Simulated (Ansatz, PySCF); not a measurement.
C₃H₄ClF, SMILES F/C=C(\C)Cl.

Geometry optimised at PBE0-D3(BJ)/def2-SVP.

Vertical ionisation energy (IE) and electron affinity (EA) in eV. Rows of orbital energies are one-electron estimates. Where ΔSCF, EOM or ADC give a negative EA the extra electron is unbound and the value depends on the basis.

```csv
level,IE,EA
"−ε(HOMO), −ε(LUMO), PBE0/def2-TZVP (PySCF)",7.10,-0.07
"−ε(HOMO), −ε(LUMO), PBE/def2-TZVP (PySCF)",?,?
"ΔSCF, CAM-B3LYP/def2-SVPD (Ansatz), final states of multiplicity 2 and 2",9.54,-1.78
"ΔSCF, PBE/def2-SVPD (Ansatz), final states of multiplicity 2 and 2",9.22,-1.48
```

Problem. Fill in the missing entries. (The exact figures need the calculation; the answer reports its results.)

Solution. 
- −ε(HOMO), −ε(LUMO), PBE/def2-TZVP (PySCF), IE: 5.86
- −ε(HOMO), −ε(LUMO), PBE/def2-TZVP (PySCF), EA: 0.91

Problem. What vertical singlet–triplet gap does ΔSCF give with CAM-B3LYP/def2-SVPD (Ansatz, a program for electronic structure) and with PBE/def2-SVPD (Ansatz)? (Estimate from the structure and the level; the computed values follow.)

Solution. 4.06 and 4.09 eV (triplet above singlet where positive).
